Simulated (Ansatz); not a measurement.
Input for Ansatz (an electronic-structure program): U-CCSD(T)/cc-pVDZ on Li2 (SMILES [Li][Li]), a point of a bond scan (R = 2.722 Å).

Ansatz 0.2 input:
```yaml
crystal:
  periodic: [false, false, false]
  atoms:
    - {symbol: Li, position_ang: [-0.00000000, -0.00000000, -1.36097353]}
    - {symbol: Li, position_ang: [0.00000000, 0.00000000, 1.36097353]}
basis:
  gaussian:
    orbitals: cc-pVDZ
correlation: {method: ccsd_t, electrons: all}
scf: {omitted_lower_state_checks: [cluster_reference]}
magnetization: {spin_polarized: true, initial_magnetization: 0}
```

It printed:

```
Functional definition: HF
[...]
these checks for a lower state are left out or cut short: cluster_reference
integrals: 0.00 GiB planned
260 factors; integrals over basis functions are off by at most 8.0e-4 eV
mean field: 0.04 GiB planned
mean field evaluation 1: about -404.5846 eV, gradient 1.2e0 eV
mean field evaluation 2: about -404.5877 eV, gradient 1.2e0 eV
mean field evaluation 4: about -404.6282 eV, gradient 4.8e-2 eV
mean field evaluation 8: about -404.6281 eV, gradient 1.8e-6 eV
mean field evaluation 16: about -404.6583 eV, gradient 1.4e-3 eV
mean field evaluation 32: about -404.6499 eV, gradient 1.5e-1 eV
mean field evaluation 64: about -404.5538 eV, gradient 1.0e0 eV
mean field -404.65833481 eV, -14.8709195170 hartree, gradient 3.5e-6 eV, S^2 0.295878; 8 other end points of the search recorded, 0 dependent functions left out
reference -404.65833481 eV, -14.8709195170 hartree; 3, 3 occupied and 25, 25 virtual orbitals, 260 factors
second order -0.39431658 eV of doubles, -0.00000000 eV of singles
coupled cluster: 0.06 GiB planned
cycle   1  -0.52825801 eV  change   -1.3e-1 eV  update   7.7e-2
cycle   2  -0.69156201 eV  change   -1.6e-1 eV  update   5.8e-2
cycle   3  -0.77092089 eV  change   -7.9e-2 eV  update   3.7e-2
cycle   4  -0.82597801 eV  change   -5.5e-2 eV  update   1.8e-2
cycle   5  -0.82050745 eV  change    5.5e-3 eV  update   6.8e-3
cycle   6  -0.82890904 eV  change   -8.4e-3 eV  update   3.0e-3
cycle   7  -0.82903171 eV  change   -1.2e-4 eV  update   1.1e-3
cycle   8  -0.82925504 eV  change   -2.2e-4 eV  update   3.2e-4
cycle   9  -0.82928554 eV  change   -3.0e-5 eV  update   1.2e-4
cycle  10  -0.82926673 eV  change    1.9e-5 eV  update   6.0e-5
cycle  11  -0.82933595 eV  change   -6.9e-5 eV  update   2.4e-5
cycle  12  -0.82933485 eV  change    1.1e-6 eV  update   7.8e-6
cycle  13  -0.82933833 eV  change   -3.5e-6 eV  update   2.9e-6
coupled cluster: 0.06 GiB planned
perturbative correction -0.00159661 eV, -0.0000586744 hartree
Total energy: -405.48926975 eV, -14.9014558130 hartree
Checks for a lower state left out: cluster_reference
```

The calculation finished and met its thresholds. Its determinant has ⟨S²⟩ = 0.30, a mixture of spin states.

Cost: about 1.0 core-seconds (a rough figure).
